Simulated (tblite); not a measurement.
Start geometry of `C([C@H]([SiH3])C[SiH2]C[SiH3])(F)F` from a force field or distance geometry (Å):
```
atom  x, y, z in Å
F1    -2.6726   -0.6784   -1.9655
C2    -1.7983    0.2492   -1.4200
F3    -0.6758    0.2255   -2.2357
C4    -1.5340   -0.2075   -0.0247
Si5   -3.2151   -0.2173    0.8480
C6    -0.6033    0.6207    0.7860
Si7    1.1071    0.8063    0.1171
C8     2.0506   -0.8163    0.3001
Si9    3.8162   -0.4262   -0.1862
H10   -2.2887    1.2411   -1.4740
H11   -1.2042   -1.2681    0.0116
H12   -3.8952   -1.4395    0.4107
H13   -3.9800    0.9499    0.3706
H14   -3.0575   -0.1405    2.2945
H15   -1.0104    1.6653    0.9263
H16   -0.5135    0.1668    1.8212
H17    1.8753    1.8503    0.8516
H18    1.1741    1.1761   -1.2916
H19    1.9812   -1.1769    1.3586
H20    1.6418   -1.5722   -0.3859
H21    4.1978   -1.2789   -1.3052
H22    3.9524    0.9916   -0.5424
H23    4.6474   -0.6941    1.0180
```

Q: What comes out of this run: tblite 0.8.0, GFN2-xTB geometry optimisation, gas phase?

A: 
```
atom  x, y, z in Å
F1    -2.666   -0.521   -1.984
C2    -1.692    0.209   -1.371
F3    -0.574   -0.005   -2.118
C4    -1.511   -0.204    0.066
Si5   -3.233   -0.438    0.872
C6    -0.671    0.825    0.822
Si7    1.129    1.047    0.211
C8     1.941   -0.654    0.011
Si9    3.826   -0.612   -0.203
H10   -1.961    1.270   -1.485
H11   -0.982   -1.162    0.057
H12   -3.924   -1.576    0.277
H13   -3.989    0.800    0.676
H14   -2.990   -0.658    2.298
H15   -1.185    1.789    0.799
H16   -0.639    0.526    1.871
H17    1.802    1.831    1.257
H18    1.157    1.812   -1.037
H19    1.700   -1.275    0.875
H20    1.506   -1.151   -0.856
H21    4.326   -1.979   -0.395
H22    4.183    0.204   -1.363
H23    4.443   -0.052    1.002
```

The energy falls by 0.626 eV over 166 L-BFGS steps, the largest force on an atom goes from 2.16 to 0.010 eV/Å, and the atoms move by 0.501 Å rms after alignment. The bond that changes most is C6–Si7 (sp3 carbon bound to silicon to SiH2 silicon), which lengthens by 0.068 Å. Bonds longer at the end by more than 0.005 Å: 9 of 22; shorter: 13. Among the angles that change most is Si7–C8–Si9, from 105.5° to 114.7°. Among the dihedrals that turn most is H19–C8–Si9–H22, from -119° to 179°. Rotational constants go from 1744, 429.4, 379.8 to 1652, 426.2, 383.0 MHz. The orientation of the end geometry is arbitrary; only internal coordinates are fixed.

Time: 3.2 s of wall time. Hardware: an Arm Neoverse N1 with one thread, no GPU (shared host).

Its GFN2-xTB frequencies are all real (lowest 29 cm⁻¹). One conformer, not necessarily the lowest. 3 starts were optimised and ended at 0.00, 0.05 and 1.30 kcal/mol (GFN2-xTB); the lowest of these is shown.

The numbers are calculated, not measured.
